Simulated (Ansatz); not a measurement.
```yaml
crystal:
  periodic: [false, false, false]
  atoms:
    - {symbol: C, position_ang: [-0.696584, 0.162396, -2.049706]}
    - {symbol: N, position_ang: [0.308429, -0.383000, -1.129922]}
    - {symbol: B, position_ang: [0.143893, -0.026768, 0.493875]}
    - {symbol: C, position_ang: [1.409862, -0.787002, 1.159625]}
    - {symbol: C, position_ang: [-1.276581, -0.645268, 0.956873]}
    - {symbol: C, position_ang: [0.237529, 1.582448, 0.621615]}
    - {symbol: H, position_ang: [-1.677514, -0.202003, -1.751659]}
    - {symbol: H, position_ang: [-0.496587, -0.129321, -3.082397]}
    - {symbol: H, position_ang: [-0.691012, 1.247508, -1.970070]}
    - {symbol: H, position_ang: [0.327276, -1.397140, -1.198273]}
    - {symbol: H, position_ang: [1.235051, -0.062893, -1.399019]}
    - {symbol: H, position_ang: [1.417149, -0.629252, 2.242765]}
    - {symbol: H, position_ang: [2.381333, -0.424474, 0.794743]}
    - {symbol: H, position_ang: [1.394814, -1.876293, 1.012838]}
    - {symbol: H, position_ang: [-2.152055, -0.142976, 0.527483]}
    - {symbol: H, position_ang: [-1.378367, -1.718861, 0.744029]}
    - {symbol: H, position_ang: [-1.376878, -0.545361, 2.042688]}
    - {symbol: H, position_ang: [-0.612476, 2.122590, 0.187036]}
    - {symbol: H, position_ang: [0.258427, 1.859701, 1.680731]}
    - {symbol: H, position_ang: [1.152490, 2.005268, 0.183048]}
basis:
  gaussian: {orbitals: aug-cc-pVDZ}
magnetization: {spin_polarized: true, initial_magnetization: 8}
hamiltonian: {xc: {name: SVWN5}}
```

```sh
$ ansatz run in.yaml --threads 4 --pin off --events-out ev --progress --plain --max-ram 11315MiB
```

It prints (some lines left out):

```
Functional definition: SVWN5
2283 factors; their error is unknown
mean field evaluation 1: about -6415.3528 eV, gradient 7.7e1 eV
mean field evaluation 2: about -6216.2814 eV, gradient 1.9e2 eV
mean field evaluation 4: about -6402.0617 eV, gradient 7.6e1 eV
mean field evaluation 8: about -6441.8127 eV, gradient 3.7e1 eV
mean field evaluation 16: about -6450.4654 eV, gradient 2.1e-5 eV
mean field -6450.46535316 eV, -237.0502294461 hartree, gradient 2.6e-6 eV, S^2 20.002263; 10 other end points of the search recorded, 0 dependent functions left out
reference -6450.46539842 eV, -237.0502311096 hartree; 29, 21 occupied and 235, 243 virtual orbitals, 2283 factors
Total energy: -6450.46539842 eV, -237.0502311096 hartree
```

(1) What is wrong with this run?

Answers

(1) The spin is set far too high for this molecule. The calculation finished and met its thresholds. The result belongs to that input, not to the molecule as meant.
